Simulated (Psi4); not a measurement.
**Psi4 input wanted**

CH5BClN has 9 atoms, charge 0, and is taken as a singlet. SMILES: `CNBCl`. Geometry: relaxed at PBE0-D4/def2-TZVP. This is one conformer, not always the lowest.

```xyz
9

C     0.5101    0.4821   -0.9734
N    -0.4079   -0.2260   -0.1117
B    -0.2611   -0.4152    1.2482
Cl   -1.4953   -1.3145    2.1448
H     0.9070   -0.1704   -1.7565
H     0.0279    1.3389   -1.4528
H     1.3467    0.8499   -0.3800
H    -1.2205   -0.6055   -0.5739
H     0.6816    0.0142    1.8382
```

Settings wanted:

- task: energy
- method: DFT
- functional: M06-L
- dispersion: none
- basis set: def2-SVP
- reference: RKS
- solvent model: none
- integrals: pk
- frozen core orbitals: 0
- integration grid: 99 radial × 590 angular
- symmetry: c1
- properties: (lowdin, mulliken, dipole)
- threads: 1
- SCF convergence threshold: 1e-09
- density convergence threshold: 1e-08

Question: Write the Psi4 1.11 input and the command.

Answer: This one ran through:

job.inp:
```
memory 1.6 GB

molecule molecule1 {
  0 1
  C      0.96394930     0.91103696    -1.83945941
  N     -0.77081929    -0.42707810    -0.21108241
  B     -0.49340749    -0.78461429     2.35875615
  Cl    -2.82570747    -2.48404499     4.05308459
  H      1.71398160    -0.32200933    -3.31930394
  H      0.05272336     2.53015431    -2.74539411
  H      2.54489417     1.60607823    -0.71809593
  H     -2.30641074    -1.14422917    -1.08451382
  H      1.28803733     0.02683411     3.47369456
  units au
  symmetry c1
  no_reorient
  no_com
}

set puream true
set e_convergence 1e-09
set d_convergence 1e-08
set scf_type pk
set dft_radial_points 99
set dft_spherical_points 590

e, wfn = energy("m06-l/def2-SVP", return_wfn=True)
oeprop(wfn, "LOWDIN_CHARGES", "MULLIKEN_CHARGES", "DIPOLE", title="M06-L")
print_variables()
```

```bash
$ psi4 -n 1 job.inp job.out
```

Calculated total energy: -580.75447 Eh.
